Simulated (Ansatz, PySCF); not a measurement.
Species: boron oxyfluoride, sum formula BOF, net charge 0, singlet state. SMILES: B(=O)F
Structure (B3LYP-D3(BJ)/def2-TZVP (Ansatz, a quantum-chemistry and plane-wave program) minimum search):
```xyz
3

F      0.0000     0.0000    -1.1989
B      0.0000     0.0000     0.0871
O      0.0000     0.0000     1.2943
```
Charge 0, spin multiplicity 1.

Wanted: atomisation energy (electronic, to ground-state atoms), in kcal/mol. Valence correlation only, unless marked. Open shells are spin-unrestricted. Spin-orbit coupling is left out. Non-relativistic. The coupled-cluster limit lacks core correlation, which all-electron functionals hold. CBS(X,Y): correlation extrapolated as X^-3; Hartree-Fock from the larger set.

```
level                                         program  atomisation energy (kcal/mol)  minus last row
-------------------------------------  --------------  -----------------------------  --------------
HF/STO-3G                                      Ansatz                          243.6          -113.4
HF/aug-cc-pVTZ                                 Ansatz                          254.6          -102.4
SVWN5/def2-TZVPD                               Ansatz                          420.7            63.7
BP86/def2-TZVPD                                 PySCF                          368.8            11.8
r2SCAN-D3(BJ)/def2-TZVPD               Ansatz + dftd3                          360.1             3.1
r2SCAN0-D4/def2-TZVPD                  Ansatz + dftd4                          345.9           -11.1
HSE06-D4/def2-TZVPD                    Ansatz + dftd4                          355.9            -1.1
B2GP-PLYP-D4/def2-TZVPD                Ansatz + dftd4                          356.3            -0.7
RI-MP2/aug-cc-pVQZ                             Ansatz                          377.4            20.4
RI-MP2/cc-pVQZ                                 Ansatz                          376.6            19.6
RI-MP2/CBS(aug-cc-pVTZ,aug-cc-pVQZ)            Ansatz                          381.1            24.1
SCS-MP2/STO-3G                                 Ansatz                          314.9           -42.1
SCS-MP2/aug-cc-pVTZ                            Ansatz                          360.1             3.1
SCS-MP2/cc-pwCVTZ                              Ansatz                          359.8             2.8
SCS-MP2/aug-cc-pVQZ                            Ansatz                          366.7             9.7
CCSD/STO-3G                                    Ansatz                          308.7           -48.3
CCSD/aug-cc-pVDZ                               Ansatz                          318.7           -38.3
CCSD/cc-pVTZ                                   Ansatz                          337.6           -19.4
CCSD(T)/cc-pwCVTZ                              Ansatz                          347.4            -9.6
CCSD(T) with core electrons/cc-pwCVTZ          Ansatz                          349.3            -7.7
CCSD(T)/CBS(aug-cc-pVTZ,aug-cc-pVQZ)           Ansatz                          357.0             0.0
```
